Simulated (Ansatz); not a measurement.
GeI2H2 (GeH2I2). Total charge 0; triplet. Geometry PBE0-D4/def2-SVP, that of the neutral singlet; atoms count from 1.

```xyz
5

Ge    0.185   -0.008   -0.147
I    -2.099   -0.910   -0.672
I     0.230    0.991    2.156
H     0.505    1.101   -1.156
H     1.180   -1.175   -0.181
```

In the def2 sets I takes a core potential; there is no spin–orbit coupling. At PBE0-D4/def2-TZVP a singlet of charge 0 lies 4.17 eV below the triplet at the same geometry.

Question: Estimate the Mulliken populations from the PBE0/def2-TZVP orbitals of Ansatz.

Answer: 
```
atom  charge (e)  spin (α − β)
 Ge1        0.14          0.39
  I2       -0.08          0.74
  I3       -0.09          0.74
  H4        0.02          0.06
  H5        0.02          0.06
```
Mulliken values and Mayer orders depend strongly on the basis.

Question: Where does the spin sit?

Answer: Summed by element: Ge 0.39, I 1.48, H 0.13, of 2 unpaired in all. Largest on single atoms: I2 0.74, I3 0.74, Ge1 0.39.

Question: And the Mayer bond orders between bonded heavy atoms (over 0.3)?

Answer: Ge1–I2 0.70 (2.51 Å); Ge1–I3 0.70 (2.51 Å). Values over 0.3 also appear between atoms too far apart for a bond (I2–I3 0.46 at 4.13 Å); they arise where an orbital or an unpaired electron spreads over both atoms.
